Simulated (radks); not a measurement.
Q: Species: Ti. Configuration: [Ar] 3d2 4s2. Calculated with a radial shooting solver on a logarithmic mesh with Libxc functionals: Dirac Kohn-Sham, LDA (Slater exchange, Perdew-Wang correlation), spin-unpolarised, spherical densities, point nucleus; open shells fill j = l - 1/2 first.

Spin-orbit splittings of the eigenvalues, e(l+1/2) - e(l-1/2), with zeta = 2 splitting/(2l+1) and mean radii in bohr:

shell  occ.  splitting (eV)  zeta (eV)  <r> j=l-1/2  <r> j=l+1/2
2p        6               ?          ?       0.2885       0.2912
3p        6          0.6653     0.4435        1.082        1.091
3d        2         0.04663    0.01865        1.609        1.615

Estimate the 2p splitting.

A: 5.757 eV (zeta = 3.838 eV).
